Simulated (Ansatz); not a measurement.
**Relaxing a trial structure of FGaH3In**

The starting geometry of this gas-phase singlet was optimised with GFN2-xTB.

```tsv
atom	x (Å)	y (Å)	z (Å)
F	-0.6506	-0.5791	-0.8755
Ga	-2.4196	-0.4910	-0.2375
In	0.3172	-0.0408	1.3648
H	-0.4973	-1.4169	2.0327
H	1.9997	-0.0265	1.1031
H	-0.6222	1.4162	1.3903
```

Question: Where would you expect an optimisation with B3LYP-D3(BJ)/def2-SVP to take it?

Answer: A new bond forms, giving a structure with F1 bridging Ga2 and In3, given below by its coordinates. Contacts that close: F1–In3 (2.50 → 2.26 Å).

The energy falls by 0.24 eV over 17 steps:

```tsv
step	E − E(last) (eV)
1	0.242
3	0.173
5	0.157
6	0.144
8	0.134
10	0.087
12	0.025
13	0.007
15	0.000
17	0.000
```

Final geometry (Å):

```yaml
atoms:
  - { symbol: F, position_ang: [-0.7466, -0.9787, -0.4844] }
  - { symbol: Ga, position_ang: [-2.1177, 0.3760, -0.6236] }
  - { symbol: In, position_ang: [0.2991, -0.2735, 1.3862] }
  - { symbol: H, position_ang: [-0.1036, -1.5100, 2.5203] }
  - { symbol: H, position_ang: [1.8231, 0.2588, 0.7769] }
  - { symbol: H, position_ang: [-1.0271, 0.9896, 1.2025] }
```

Frequencies at the end are all real (lowest 122 cm⁻¹). Atoms past krypton carry core potentials, without spin–orbit terms. Run with Ansatz 0.2.0, 110 s on 1 thread of Arm Neoverse N1, with other jobs on the host.
